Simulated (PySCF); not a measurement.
Input of a run (PBE0-D3(BJ)/def2-SVP geometry optimisation, gas phase, def2 core potentials past Kr (PySCF 2.14.0)), started from GFN2-xTB:
```
{"job": {"xc": "PBE0", "basis": "def2-SVP", "d3": "d3bj", "grid": 1, "maxiter": 40, "kind": "geom"}, "charge": 0, "multiplicity": 1}
In     0.054760    -0.064930    -1.604330
P     -0.290630     0.327820     1.134090
F     -1.237350    -0.028670     2.357270
F      0.809420     1.058590     2.009400
F      0.450520    -1.072120     1.167700
H      1.739070    -0.038020    -1.331230
H     -0.702340     1.340410    -2.202720
H     -0.823450    -1.523080    -1.530180
```

Output (energies in Eh, forces in Eh/bohr):
```
step   0  E = -832.08272826  max force = 0.033473
step   1  E = -832.09052540  max force = 0.007800
step   2  E = -832.09293717  max force = 0.005787
step   3  E = -832.09461568  max force = 0.006614
step   4  E = -832.09561468  max force = 0.007185
step   5  E = -832.09608802  max force = 0.004150
step   6  E = -832.09664302  max force = 0.003569
step   7  E = -832.09683147  max force = 0.006596
step   8  E = -832.09725696  max force = 0.006325
step   9  E = -832.09736164  max force = 0.000600
step  10  E = -832.09743666  max force = 0.000972
step  11  E = -832.09749674  max force = 0.001490
step  12  E = -832.09755918  max force = 0.001771
step  13  E = -832.09759901  max force = 0.001075
step  14  E = -832.09760644  max force = 0.000266
optimisation converged
```

Q: Summarise the run.

A: The energy falls by 39.1 kJ/mol over 15 energy and gradient evaluations, the largest force component goes from 0.0335 to 2.7e-04 Eh/bohr, and the atoms move by 0.452 Å rms after alignment. The bond that changes most is In1–P2 (ends: indium bonded to P and 3 H; phosphorus bonded to 3 F and In), which lengthens by 0.084 Å. Bonds longer at the end by more than 0.005 Å: 4 of 7; shorter: 1. Among the angles that change most is In1–P2–F5, from 80.7° to 119.4°. Among the dihedrals that turn most is H7–In1–P2–F3, from 95° to 58°. The energy never rose by more than 1e-6 Eh on the way. The first step brought 52 % of the lowering.

Q: What are the final bond lengths?

A: In1–P2 2.872 Å, In1–H6 1.733 Å, In1–H7 1.735 Å, In1–H8 1.734 Å, P2–F3 1.582 Å, P2–F4 1.582 Å, P2–F5 1.582 Å. Numbering counts from 1 in the input's order; the species is In(PF3)H3, `[H][In]([H])([H])<-[P](F)(F)F`.

The run used 101 basis functions and 101 SCF cycles in all. Time: 80 s wall. Hardware: one thread of an x86-64 server, on a shared host.

No frequency check.
